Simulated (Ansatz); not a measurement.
`C[S][K]` + H–F → `[F][K]` + CH₃SH at 400 K and 1 bar (ligand exchange at a K–S bond).

Gas-phase electronic energies from Ansatz, PBE0-D4/def2-TZVP geometries. CBS: MP2 limit from def2 TZ/QZ plus the TZ coupled-cluster correction, frozen cores. This one scheme is used for every species. For K outer-core shells are correlated without core-valence functions, which leaves a few kJ/mol of doubt a bond. Scalar relativity is left out up to krypton.

```tsv
species	CCSD(T)/CBS energy (Eh)	H − E (kJ/mol)	S (J/(mol·K))
`C[S][K]`	-1037.10009	121.7	349.0
H–F	-100.39570	36.5	182.2
`[F][K]`	-699.28088	15.6	237.0
CH₃SH	-438.22835	138.7	269.4
```

H − E and S are ideal-gas, rigid-rotor, harmonic terms from PBE0-D4/def2-TZVP. 1 Eh = 2625.50 kJ/mol, R = 8.31446 J/(mol·K).

By hand: ΔE, ΔH, ΔS and ΔG.

ΔE = (-699.28088) + (-438.22835) − (-1037.10009) − (-100.39570) = -0.01344 Eh = -35.3 kJ/mol. Δ(H − E) = 15.6 + 138.7 − 121.7 − 36.5 = -3.9, so ΔH = -39.2 kJ/mol. ΔS = 237.0 + 269.4 − 349.0 − 182.2 = -24.8 J/(mol·K). ΔG = -39.2 − 400 × (-24.8)/1000 = -29.3 kJ/mol.

By hand: the equilibrium constant, and the temperature at which ΔG would vanish if ΔH and ΔS stayed fixed.

log₁₀ K = −ΔG/(RT ln 10) = 3.8. ΔG = 0 at ΔH/ΔS = 1581 K.

ΔH outweighs TΔS. A doubt of 5 kJ/mol in ΔE shifts log₁₀ K by 0.7 here. Modes under 60 cm⁻¹, often nearly free rotors, make the harmonic entropy too high. These are equilibria of isolated gas molecules and say nothing of rates. Largest T1 diagnostic: 0.012 (customary marks: 0.02 for closed shells, 0.045 for open ones).
